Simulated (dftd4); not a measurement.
C$_{3}$H$_{9}$Sb, singlet, geometry from GFN2-xTB; dftd4 4.2.0 with D4 for r2scan.

Here is a job for dftd4.
```
$ dftd4 mol.xyz --func r2scan --charge 0 --json dftd4.json --noedisp

# file mol.xyz
13

Sb    -0.00673821     0.00740301     0.43142423
C      0.19254380    -1.82326529    -0.71473966
H      1.11761127    -2.32368584    -0.45225624
H      0.19814442    -1.59192199    -1.77443677
H     -0.63697105    -2.48620389    -0.49681510
C      1.48921748     1.04940145    -0.74378095
H      2.47603995     0.67127683    -0.50237513
H      1.45823690     2.11023739    -0.52301994
H      1.29510059     0.89708791    -1.80001401
C     -1.64668376     0.73532555    -0.78736976
H     -2.55198411     0.18722995    -0.55265593
H     -1.40872327     0.60197337    -1.83717977
H     -1.81427087     1.78768245    -0.58854042
```

The log (banner, timings and long lists left out):

```
                    ____  _____ _____     ____  _  _
      -------------|  _ \|  ___|_   _|---|  _ \| || |------------
     |             | | | | |_    | | ___ | | | | || |_           |
     |             | |_| |  _|   | ||___|| |_| |__   _|          |
     |             |____/|_|     |_|     |____/   |_|            |
     |             ===================================           |
     |            E. Caldeweyher, S. Ehlert & S. Grimme          |
     |          Mulliken Center for Theoretical Chemistry        |
     |                    University of Bonn                     |
      -----------------------------------------------------------

Rational (Becke-Johnson) damping: r2scan-D4-ATM
---------------------
  s6         1.0000
  s8         0.6019
  s9         1.0000
  a1         0.5156
  a2         5.7734
 alp        16.0000
--------------------

Dispersion energy:      -2.4998462682221E-03 Eh

[Info] JSON dump of results written to 'dftd4.json'
```
